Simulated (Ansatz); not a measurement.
[Cu(OH)4]- (CuO₄H₄⁻), relaxed as a triplet with UKS PBE0-D4/def2-SVPD in Ansatz, starting from the PBE0-D4/def2-SVPD geometry of the charge -1 singlet. Force threshold 0.02 eV/Å.

At PBE0-D4/def2-SVPD a singlet of charge -1 lies 1.33 eV below the triplet, each at its own geometry.

Start:

```xyz
9

Cu    0.000    0.000    0.000
O     0.621   -1.480    0.875
H     1.341   -1.095    1.385
O    -1.275   -1.020   -0.821
H    -1.077   -1.885   -0.448
O    -0.621    1.480   -0.875
H    -1.341    1.095   -1.385
O     1.275    1.020    0.821
H     1.077    1.885    0.448
```

Task: Estimate the energy that the relaxation releases and the steps that it takes.

Result: 21.6 kJ/mol, in 10 steps; 57 s on 4 threads of Arm Neoverse V1 on a shared host. No frequencies were taken in this run, so the end may be a saddle point.

Task: Does the start keep its bonding and symmetry?

Result: By distances, no bond broke or formed. The bond that changes most is Cu1–O6, from 1.83 to 1.93 Å (atoms count from 1). Point group C4h at the start, C2h at the end, both within 0.05 Å.

Task: Predict the relaxed structure.

Result: 
```xyz
9

Cu    0.0000    0.0000    0.0000
O     0.6178   -1.5892    0.8989
H     1.3555   -1.3207    1.4514
O    -1.2752   -1.1211   -0.7971
H    -0.9872   -1.9380   -0.3599
O    -0.6178    1.5892   -0.8989
H    -1.3555    1.3207   -1.4513
O     1.2752    1.1211    0.7972
H     0.9873    1.9380    0.3598
```
Bond lengths: 4 × Cu–O 1.88 to 1.93 Å; 4 × H–O 0.96 to 0.97 Å.
